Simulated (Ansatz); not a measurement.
Ansatz (an electronic-structure program) input:

Ansatz 0.2 input:
```yaml
crystal:
  periodic: [false, false, false]
  atoms:
    - {symbol: Cu, position_ang: [0.00000000, 0.00000000, 0.00000000]}
    - {symbol: Br, position_ang: [0.00000000, 0.00000000, 2.22422770]}
    - {symbol: Br, position_ang: [-0.00000000, -0.00000000, -2.22422770]}
basis:
  gaussian:
    orbitals: def2-TZVPD
hamiltonian:
  xc: {name: BLYP}
magnetization: {spin_polarized: true, initial_magnetization: 1}
output: {forces: true}
```

Problem. Predict the final energy.

Solution. -6789.07267 Eh (BLYP/def2-TZVPD). The basis has 162 functions.

The spin state was set by rule; other spins were not relaxed.
